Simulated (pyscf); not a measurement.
# H₂N–Ti(Cl)(Cl)–Cl, singlet

Gas-phase minimum from PySCF at ωB97X-D3(BJ)/def2-SVP, one conformer. 

```xyz
7

N     -0.9076    -0.7530     0.8408
Ti    -0.1196     0.0642    -0.5728
Cl     1.2364     1.5423     0.2525
Cl    -1.7150     0.8793    -1.8005
Cl     0.9892    -1.4231    -1.7199
H     -0.4971    -0.8019     1.7721
H     -1.7968    -1.2479     0.7849
```

Bonds (Å): N1–Ti2 1.813, N1–H6 1.019, N1–H7 1.019, Ti2–Cl3 2.169, Ti2–Cl4 2.172, Ti2–Cl5 2.181. Bond angles (°): Ti2–N1–H6 124.0, Ti2–N1–H7 123.7, H6–N1–H7 112.2, N1–Ti2–Cl3 106.4, N1–Ti2–Cl4 106.9, N1–Ti2–Cl5 108.9, Cl3–Ti2–Cl4 114.7, Cl3–Ti2–Cl5 110.3, Cl4–Ti2–Cl5 109.4.

Properties at ωB97X-D3(BJ)/def2-SVP:

| Quantity | Value |
|---|---|
| Harmonic wavenumbers, unscaled | 46, 113, 142, 144, 177, 184, 411, 454, 460, 517, 563, 791, 1472, 3567, 3679 cm⁻¹ |
| Zero-point energy | 18.2 kcal/mol |
| Rotational symmetry number | 1 |
| Entropy of this conformer at 298 K and 1 atm, rigid rotor and harmonic oscillator, modes under 100 cm⁻¹ raised to 100 | 381.5 J/(mol K) |
| Dipole moment | 3.36 D |

Single-point totals, which compare only within one level:

```
level                   total energy (hartree)
----------------------  ----------------------
ωB97X-D3(BJ)/def2-TZVP             -2286.34567
PBE/def2-TZVP                      -2285.50098
r²SCAN/def2-TZVP                   -2286.20153
B3LYP-D3(BJ)/def2-TZVP             -2286.41426
PBE0-D3(BJ)/def2-TZVP              -2285.62036
M06-2X/def2-TZVP                   -2286.21183
ωB97M-D3(BJ)/def2-TZVP             -2286.51959
```

The lowest mode is so soft that the shape along it may change with the basis. Soft torsions are taken as harmonic, which can shift the entropy by several J/(mol K).
